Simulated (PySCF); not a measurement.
Problem. Give a GFN2-xTB geometry of InChI=1S/C5H10F2O2/c1-3-8-4(2)9-5(6)7/h4-5H,3H2,1-2H3/t4-/m0/s1.

Solution. 
```
atom  x, y, z in Å
C1     1.8847    0.7956   -1.4592
C2     1.8662   -0.3020   -0.4022
O3     0.6857   -1.0982   -0.4311
C4    -0.3803   -0.6611    0.3084
C5    -1.4388   -1.7544    0.3284
O6    -0.9141    0.5463   -0.2838
C7    -1.5207    1.4098    0.5337
F8    -2.8322    1.0979    0.7399
F9    -1.5253    2.6239   -0.0381
H10    2.8401    1.3129   -1.4273
H11    1.7508    0.3563   -2.4435
H12    1.0862    1.5122   -1.2917
H13    1.9959    0.1261    0.6020
H14    2.6784   -1.0105   -0.5888
H15   -0.0679   -0.3922    1.3421
H16   -1.7306   -1.9731   -0.6942
H17   -1.0198   -2.6479    0.7802
H18   -2.3085   -1.4298    0.8919
H19   -1.0595    1.4973    1.5410
```

Any rigid rotation of these coordinates is as good. Atoms count from 1 in this order. The C–O distances run from 1.335 Å (O6–C7, drawn single) to 1.447 Å (C4–O6, drawn single), a spread of 0.112 Å. Of the pairs four or more bonds apart, H15···H19 is among the closest relative to their van der Waals radii: 2.14 Å, 89 % of the sum of Bondi's values. The 2 C–F bonds span 1.342 Å (C7–F9, drawn single) to 1.364 Å (C7–F8, drawn single), a spread of 0.022 Å. O6 (ether oxygen) is bent (angle 117.2°).

Bonds between heavy atoms (Å): C1–C2 1.524, C2–O3 1.424, O3–C4 1.369, C4–C5 1.522, C4–O6 1.447, O6–C7 1.335, C7–F8 1.364, C7–F9 1.342.

Computed geometry: GFN2-xTB, gas phase.

Point group: C1 (no symmetry element, even within 0.4 Å). No frequency check. The numbers are those of one conformer (C1–C2–O3–C4 -88°, C2–O3–C4–C5 -171°, O3–C4–O6–C7 -152°, C4–O6–C7–F8 -85°).
